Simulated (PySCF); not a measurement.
Species: C₇H₁₃ (doublet state).
SMILES with atom numbers: `[CH3:1][CH2:2][C:3]1[CH2:4][CH2:5][C@H:6]1[CH3:7]` (hydrogens: H8, H9, H10 on C1; H11, H12 on C2; H13, H14 on C4; H15, H16 on C5; H17 on C6; H18, H19, H20 on C7)

Cartesian coordinates in Å at the GFN2-xTB level; atoms count from 1:
```xyz
20
C7H13 angstrom
C      2.597   -0.691   -0.118
C      1.159   -0.901   -0.591
C      0.198   -0.106    0.198
C      0.268    1.276    0.750
C     -1.259    1.222    0.952
C     -1.281   -0.212    0.373
C     -2.103   -0.408   -0.902
H      2.697   -0.979    0.925
H      3.287   -1.287   -0.711
H      2.875    0.356   -0.213
H      0.891   -1.961   -0.525
H      1.105   -0.631   -1.660
H      0.618    2.047    0.055
H      0.847    1.385    1.672
H     -1.810    1.942    0.351
H     -1.584    1.300    1.987
H     -1.596   -0.971    1.102
H     -1.917   -1.394   -1.321
H     -1.832    0.340   -1.644
H     -3.165   -0.316   -0.684
```

The hyperfine couplings belong to this conformer and change with its torsions.

Method used: UKS B3LYP, pcH-1 on C H, non-relativistic, mean-field spin-orbit, GIAO (PySCF). Geometry: GFN2-xTB, one conformer, isolated molecule. A GFN2-xTB geometry isn't a minimum of the functional, and hyperfine couplings can be far from their values at a DFT geometry. Stability of the SCF solution: not tested.

Principal values of hyperfine tensors in MHz (contact and dipolar terms together), for some of the nuclei:

```csv
atom,isotope,A1,A2,A3
H12,1H,128.15,129.58,141.17
H14,1H,107.49,108.13,120.91
C3,13C,29.29,31.06,266.33
H13,1H,100.83,101.81,112.35
H17,1H,98.20,99.13,111.92
H11,1H,31.33,31.85,45.42
C4,13C,-35.39,-33.04,-30.18
C6,13C,-34.38,-32.38,-29.23
```

**Question.** Split each tensor into its isotropic and traceless parts, and turn a_iso into mT with g = 2.0026.

**Answer.** a_iso = (A1 + A2 + A3)/3, Ti = Ai − a_iso; 1 mT corresponds to 28.029 MHz.

| atom | a_iso (MHz) | a_iso (mT) | T1 | T2 | T3 |
| --- | --- | --- | --- | --- | --- |
| H12 | 132.97 | 4.744 | -4.82 | -3.39 | 8.21 |
| H14 | 112.17 | 4.002 | -4.69 | -4.05 | 8.73 |
| C3 | 108.89 | 3.885 | -79.60 | -77.83 | 157.43 |
| H13 | 105.00 | 3.746 | -4.16 | -3.18 | 7.35 |
| H17 | 103.09 | 3.678 | -4.89 | -3.95 | 8.84 |
| H11 | 36.20 | 1.292 | -4.87 | -4.35 | 9.22 |
| C4 | -32.87 | -1.173 | -2.52 | -0.17 | 2.69 |
| C6 | -32.00 | -1.142 | -2.38 | -0.38 | 2.76 |

**Question.** What spin density at the nucleus of C3 lies behind its contact coupling (g_N = 1.40482)?

**Answer.** a_FC = (2μ0/3) gₑ μB g_N μN ρ(0)/(2S·h) = 800.24 MHz × g_N × ρ(0)/(2S), with ρ in bohr⁻³. With a_FC = 108.89 MHz and 2S = 1, ρ(0) = 0.09686 bohr⁻³.

**Question.** C7 (13C, g_N = 1.40482) isn't in the table. Its spin density at the nucleus is 0.05017 bohr⁻³. What is its contact coupling?

**Answer.** By the same relation, a_FC = 56.4 MHz. Its full tensor has the principal values 52.29, 52.54, 64.35 MHz.

**Question.** Which nucleus of the table has the largest anisotropic coupling, and what is its form?

**Answer.** C3: -79.6, -77.8, 157.4 MHz, axial, in the ratio −1:−1:+2, the form that spin in one p orbital centred on that nucleus gives.

**Question.** What first-order splitting does H12 cause when the field lies along A1, A2 or A3 of its tensor (g taken as isotropic, no quadrupole term)?

**Answer.** 2 lines (I = 1/2), spaced by |A_i|/(g × 13.996): 4.57, 4.62, 5.04 mT along the axes of A1, A2 and A3.

The run took 78 s of wall time (grids of density and orbitals included) on an Arm Neoverse V1 with one thread, on a shared host, and the process peaked at 0.97 GiB of memory.
